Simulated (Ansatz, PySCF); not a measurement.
This PySCF input computes a CAM-B3LYP/def2-TZVPD energy:

```python
from pyscf import gto, scf, dft

mol = gto.M(
    atom='''
    Se    0.03251397   -0.01627169    0.34068713
    Br    1.12402019   -2.26001461   -0.38257515
    Br   -1.15560518    2.27582139    0.05162194
    ''',
    basis='def2-tzvpd',
    charge=-1,
    spin=1,
    verbose=4,
)

mf = dft.UKS(mol, xc='camb3lyp').density_fit(auxbasis='def2-universal-jkfit')
mf.grids.level = 3
mf.conv_tol = 1e-9
mf.max_cycle = 100
mf.max_memory = 1500
mf.kernel()
if not mf.converged:
    mf = mf.newton()
    mf.kernel(mf.make_rdm1())
for _ in range(2):
    mo, _, stable, _ = mf.stability(return_status=True)
    if stable:
        break
    mf.kernel(mf.make_rdm1(mo, mf.mo_occ))
mf.analyze()
```

Write an input for the same energy in Ansatz (a first-principles code) and say what it gives.


Ansatz 0.2 input:
```yaml
crystal:
  periodic: [false, false, false]
  atoms:
    - {symbol: Se, position_ang: [0.03251397, -0.01627169, 0.34068713]}
    - {symbol: Br, position_ang: [1.12402019, -2.26001461, -0.38257515]}
    - {symbol: Br, position_ang: [-1.15560518, 2.27582139, 0.05162194]}
basis:
  gaussian:
    orbitals: def2-TZVPD
hamiltonian:
  xc: {name: CAM-B3LYP}
total_charge: -1
magnetization: {spin_polarized: true, initial_magnetization: 1}
output: {forces: true}
```
It gives -7550.35363 Eh, and PySCF -7550.35376 Eh, a difference of 0.13 mEh, from the treatment of integrals and grids.
